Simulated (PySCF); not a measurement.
## Which determinant of CsH lies lowest?

Unrestricted PBE0; Cs def2-SVP with ECP46, H def2-SVP; scalar-relativistic core potentials (PySCF 2.14). Outer shells of the fragments: Cs 6s1; H 1s1.

Followed along the bond (rough minima from three points):

```
2Ms+1  unpaired  ⟨S²⟩ at the start  R at minimum (Å)  Te (eV)
    1      none               0.00              2.58     0.00
    3      σ ↑↑               2.00  none in the scan   ≤ 1.87
```

Solutions found at the starting distance of 2.525 Å, counted from the lowest of them; the search is not exhaustive and high or unbound solutions are not listed, so other states can lie among these:

```json
{"2Ms+1": "1", "unpaired": "none", "term": "¹Σ⁺", "E (eV)": "0.00", "⟨S²⟩": "0.00", "⟨Lz²⟩": "0.00", "μ (D)": "-7.96"}
{"2Ms+1": "3", "unpaired": "σ ↑↑", "term": "³Σ⁺", "E (eV)": "2.00", "⟨S²⟩": "2.00", "⟨Lz²⟩": "0.00", "μ (D)": "2.33"}
{"2Ms+1": "3", "unpaired": "σ ↑, π ↑", "term": "³Π", "E (eV)": "3.02", "⟨S²⟩": "2.00", "⟨Lz²⟩": "1.00", "μ (D)": "-2.12"}
{"2Ms+1": "1", "unpaired": "σ ↑, π ↓", "term": "mixed", "E (eV)": "3.05", "⟨S²⟩": "1.00", "⟨Lz²⟩": "1.00", "μ (D)": "-1.04"}
{"2Ms+1": "3", "unpaired": "σ ↑, δ ↑", "term": "³Δ", "E (eV)": "3.61", "⟨S²⟩": "2.00", "⟨Lz²⟩": "4.00", "μ (D)": "0.08"}
{"2Ms+1": "1", "unpaired": "σ ↑, δ ↓", "term": "mixed", "E (eV)": "3.61", "⟨S²⟩": "1.00", "⟨Lz²⟩": "4.00", "μ (D)": "0.08"}
```

A term symbol is given only where ⟨S²⟩ and ⟨Lz²⟩ are close to those of a pure state; real π, δ and φ orbitals otherwise mix terms. A positive dipole means Cs(−)H(+).

Spin–orbit coupling is left out. Counting both spins, an empty level lies below a filled one in some of these solutions, because spin and occupation are held.
